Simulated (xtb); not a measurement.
Bi(OH)(TeH)2 (BiH3OTe2), SMILES [Bi]([TeH])([TeH])[OH]. All values are semi-empirical tight-binding results from xtb (GFN2-xTB unless named), good for trends rather than for accurate numbers. Coordinates come from a GFN2-xTB optimisation. The structure was generated by enumeration; whether it is a known compound was not checked. The values are those of a single conformer.

For metal compounds this method's bond lengths and energies can be far off.

```
Quantity                                       Value
-------------------------------------  -------------
orbital gap                                  4.31 eV
zero-point energy                      15.5 kcal/mol
G − E(el) at 298.15 K (modified RRHO)  -9.0 kcal/mol
```
